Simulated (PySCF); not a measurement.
# Correlation energy of O⁺ (oxygen, charge +1)

[He] 2s2 2p3, high-spin 4S determinant. All numbers are calculated (PySCF 2.14, no relativity, point nucleus, in aug-cc-pVDZ). Frozen: 1s2; 5 electrons correlated.

MP2 pair energies summed by pair of shells (mhartree):

```
 pair  energy  share (%)
2s-2p  -47.72       66.1
2p-2p  -17.01       23.5
2s-2s   -7.50       10.4
```

Total MP2 correlation energy: -72.23 mhartree.

Same-spin part -20.03 and opposite-spin part -52.20 mhartree; SCS-MP2 scales them by 1/3 and 6/5 to -69.32 mhartree.

```
  level  correlation energy (mhartree)
   CCSD                         -88.20
    (T)                          -0.79
CCSD(T)                         -88.99
```

Diagnostics: T1 = 0.0046, D1 = 0.0068, largest double amplitude 0.029.

Problem. Is a single reference adequate?

Solution. Yes: T1 lies below 0.03 and no double amplitude reaches 0.07.
